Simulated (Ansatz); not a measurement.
Input and output for `C=N[SiH](C)O`.

```yaml
crystal:
  periodic: [false, false, false]
  atoms:
    - {symbol: C, position_ang: [-1.468938, 1.480850, 0.706738]}
    - {symbol: N, position_ang: [-1.270137, 0.511931, -0.068347]}
    - {symbol: Si, position_ang: [0.280702, -0.068261, -0.598813]}
    - {symbol: C, position_ang: [0.488799, -1.799916, 0.020623]}
    - {symbol: O, position_ang: [1.560252, 0.811246, -0.029645]}
    - {symbol: H, position_ang: [-0.666103, 2.096524, 1.141888]}
    - {symbol: H, position_ang: [-2.489151, 1.762745, 0.995129]}
    - {symbol: H, position_ang: [0.243556, 0.016273, -2.083362]}
    - {symbol: H, position_ang: [0.549708, -1.806196, 1.111797]}
    - {symbol: H, position_ang: [1.404746, -2.244093, -0.374637]}
    - {symbol: H, position_ang: [-0.358781, -2.419867, -0.278117]}
    - {symbol: H, position_ang: [1.802347, 1.603664, -0.509254]}
basis:
  gaussian: {orbitals: def2-TZVPP, final_grid: {core_spheres: 8, valence_spheres: 7, degree: 23}}
total_charge: 1
magnetization: {spin_polarized: true, initial_magnetization: 1}
hamiltonian: {xc: {name: B3LYP5}}
output: {forces: true}
```

```sh
$ ansatz run in.yaml --threads 4 --pin off --events-out ev --progress --plain --max-ram 10444MiB
```

Output, abridged:

```
Functional definition: B3LYP5
1370 factors; their error is unknown
mean field evaluation 1: about -13570.7613 eV, gradient 7.8e1 eV
mean field evaluation 2: about -13528.8172 eV, gradient 1.2e2 eV
mean field evaluation 4: about -13592.9965 eV, gradient 1.3e1 eV
mean field evaluation 8: about -13593.8184 eV, gradient 2.7e-1 eV
mean field evaluation 16: about -13593.8314 eV, gradient 4.8e-3 eV
mean field -13593.83139709 eV, -499.5640896133 hartree, gradient 1.8e-5 eV, S^2 0.759164; 2 other end points of the search recorded, 0 dependent functions left out
reference -13593.83165970 eV, -499.5640992640 hartree; 24, 23 occupied and 240, 241 virtual orbitals, 1370 factors
Total energy: -13593.83165970 eV, -499.5640992640 hartree
Atom 0 at    -1.468938     1.480850     0.706738 Å, force    -1.021437    -0.743846    -0.495988 eV/Å
Atom 1 at    -1.270137     0.511931    -0.068347 Å, force    -0.685536     2.763770     2.216242 eV/Å
Atom 2 at     0.280702    -0.068261    -0.598813 Å, force     3.341188    -2.531826    -2.221900 eV/Å
Atom 3 at     0.488799    -1.799916     0.020623 Å, force    -0.277995     0.143876     0.357500 eV/Å
Atom 4 at     1.560252     0.811246    -0.029645 Å, force    -1.353321     0.003285     0.200970 eV/Å
Atom 5 at    -0.666103     2.096524     1.141888 Å, force     0.047690    -0.234743    -0.081508 eV/Å
Atom 6 at    -2.489151     1.762745     0.995129 Å, force    -0.094377     0.006549    -0.063387 eV/Å
Atom 7 at     0.243556     0.016273    -2.083362 Å, force    -0.269431     0.207182     0.323599 eV/Å
Atom 8 at     0.549708    -1.806196     1.111797 Å, force     0.021480    -0.096248    -0.019294 eV/Å
Atom 9 at     1.404746    -2.244093    -0.374637 Å, force    -0.024742     0.165240    -0.050333 eV/Å
Atom 10 at    -0.358781    -2.419867    -0.278117 Å, force    -0.028926     0.003221    -0.026345 eV/Å
Atom 11 at     1.802347     1.603664    -0.509254 Å, force     0.345407     0.313541    -0.139557 eV/Å
Dipole moment:    -0.665182     0.740320     0.243353 e Å
```

Hardware: 4 threads of an Intel Xeon 6975P-C on a shared host. Wall time 4.7 s, peak host memory 0.87 GiB.
